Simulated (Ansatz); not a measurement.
The same molecule with X = B, Al, Ga. Ansatz, PBE0-D4/def2-TZVP geometries, multiplicity 1. Each molecule was computed in one conformer, which needn't be the lowest.

Scalar relativity is left out up to krypton.

```
 X                    molecule  mean X–C bond length / Å  LUMO energy (ωB97M-V/def2-TZVPP) / eV  HOMO–LUMO gap (PBE/def2-TZVPP) / eV  HOMO energy (ωB97M-V/def2-TZVPP) / eV
Al  `C[CH2][Al]([CH2]C)[CH2]C`                     1.968                                   1.10                                 4.50                                  -9.14
Ga  `C[CH2][Ga]([CH2]C)[CH2]C`                     1.986                                   1.07                                 4.30                                  -9.03
```

**Question.** Give the row for X = B, `CCB(CC)CC`. (Best estimate.)

**Answer.** Ansatz gave: 
```tsv
X	molecule	mean X–C bond length / Å	LUMO energy (ωB97M-V/def2-TZVPP) / eV	HOMO–LUMO gap (PBE/def2-TZVPP) / eV	HOMO energy (ωB97M-V/def2-TZVPP) / eV
B	`CCB(CC)CC`	1.572	1.61	5.24	-10.16
```

From B to Ga the mean X–C bond length rises at each step, by 0.414 Å in all; the LUMO energy (ωB97M-V/def2-TZVPP) falls at each step, by 0.54 eV in all; the HOMO–LUMO gap (PBE/def2-TZVPP) falls at each step, by 0.94 eV in all; the HOMO energy (ωB97M-V/def2-TZVPP) rises at each step, by 1.13 eV in all.
